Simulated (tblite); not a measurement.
Run record: tight-binding relaxation, `N#C/C=C/C=C/n1cccc1`.

Computed with GFN2-xTB geometry optimisation, gas phase (tblite 0.8.0). Start geometry: from a force field or distance geometry. A driver script takes a list of jobs; this job's settings line and coordinates (Å) are shown.

Input:
```
{"job": {"kind": "relax", "xc": "GFN2-xTB", "basis": "xTB"}, "charge": 0, "multiplicity": 1}
N      5.892900     0.506200    -0.025000
C      4.766100     0.528500     0.289900
C      3.416100     0.539400     0.701400
C      2.421000     0.175000    -0.139800
C      1.023500     0.175200     0.255500
C      0.040600    -0.201700    -0.592500
N     -1.324800    -0.223500    -0.321400
C     -2.295100    -0.620200    -1.210300
C     -3.535000    -0.530400    -0.620800
C     -3.339200    -0.053800     0.693200
C     -1.981000     0.121200     0.849000
H      3.196700     0.873700     1.710400
H      2.659000    -0.161700    -1.131300
H      0.794500     0.507100     1.254400
H      0.290400    -0.521100    -1.594000
H     -2.030700    -0.946600    -2.198100
H     -4.484700    -0.769300    -1.084400
H     -4.092600     0.136500     1.438300
H     -1.427700     0.474700     1.718200
```

Output:
```
step      E/eV     max force
  0    -792.05462    2.566
  1    -791.96933    7.282
  2    -792.11972    0.606
  3    -792.12934    0.310
  4    -792.13852    0.299
  5    -792.14453    0.270
  6    -792.14717    0.145
  7    -792.15017    0.128
  8    -792.15212    0.147
  9    -792.15327    0.086
... (7 lines left out)
 17    -792.15657    0.025
 18    -792.15660    0.016
 19    -792.15663    0.016
 20    -792.15666    0.016
 21    -792.15669    0.015
 22    -792.15671    0.013
 23    -792.15673    0.013
 24    -792.15675    0.013
 25    -792.15677    0.012
 26    -792.15678    0.008
```

«max force» is the largest atomic force in eV/Å.

Problem. From which step on does the largest force stay under 0.1 eV/Å, and how much energy is left to gain from there?

Solution. From step 13 (0.069 eV/Å), 0.8 meV above the end.

Summary of the converged run: energy lowered by 2.4 kcal/mol over 26 steps; largest atomic force 0.008 eV/Å at the end.

On one thread, Arm Neoverse N1 (aarch64), no GPU, shared host with 64 logical CPUs at a one-minute load of 62, this took 0.33 s wall.
Labels such as C1 count atoms from 1, the log's own numbers from 0.
